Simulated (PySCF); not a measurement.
## NMR problem set

PySCF 2.14 calculation with σ from GIAO-PBE0/pcSseg-1 and GFN2-xTB geometry; one computed conformer, fast rotation and ring inversion assumed for equivalent nuclei, isolated molecule, no relativistic terms.

Chemical shifts δ = σref − σ; ¹H (31.72 ppm) and ¹³C (186.93 ppm) vs TMS, all at this level. Splittings of carbon signals by F and P are missing where no couplings were computed. Where no couplings were computed, multiplicities follow the n + 1 count of equivalent neighbours, and m marks all less simple cases (inequivalent or close neighbours, rings, F or P nearby). Shifts are as computed. Against solution values, carbons near 30 ppm lie about +3 ppm off and those near 130 ppm about +5 ppm. Of 1211 compounds with measured shifts, 218 miss one by over three times the rms of a fit or turn the order of signals round; such compounds aren't used in these exercises.

Task: C6H11N3. ¹H NMR (500 MHz, computed): δ 7.56 (s, 1H), 3.67 (s, 3H), 2.81 (sept, 1H), 1.49 (d, 6H). ¹³C{¹H} NMR (computed): δ 162.9 (C), 146.0 (CH), 30.8 (CH3), 28.6 (CH), 24.6 (CH3). Identify the compound.

Result: `InChI=1S/C6H11N3/c1-5(2)6-8-7-4-9(6)3/h4-5H,1-3H3`. The formula gives 3 degrees of unsaturation (1 ring in the answer). 5 carbon signals for 6 carbons: some carbons are equivalent by symmetry or fast rotation. Carbon types of the structure: 1 × C, 2 × CH, 3 × CH3, which accounts for all hydrogens. δC 162.9: substituted aromatic carbon next to a ring nitrogen. δC 146.0: aromatic CH between two ring heteroatoms. δH 3.67: hydrogen on a methyl carbon bonded to N; its carbon carries N, which withdraws density. δH 2.81: hydrogen on an sp3 CH on an aromatic ring; benzylic-type position, deshielded by the ring.

The shifts were computed for this structure.

Task: C5H12OP2. ¹H NMR (400 MHz, computed): δ 2.51 (m, 2H), 2.03 (m, 2H), 1.94 (m, 2H), 1.88 (m, 2H), 1.74 (m, 1H), 1.57 (m, 2H), 1.00 (m, 1H). ¹³C{¹H} NMR (computed): δ 39.1, 31.8, 28.1. What is it?

Result: SMILES O=P1(P)CCCCC1. 3 carbon signals for 5 carbons: some carbons are equivalent by symmetry or fast rotation. Carbon types of the structure: 5 × CH2, leaving 2 H on heteroatoms. δC 39.1: sp3 CH2 bonded to P. δC 31.8, 28.1: sp3 CH2 in a ring; saturated and bonded to C and H only. δH 2.51: hydrogen on a phosphorus bonded to P. δH 1.94, 1.74, 1.57, 1.00: hydrogen on an sp3 CH2 in a ring.

The shifts were computed for this structure.
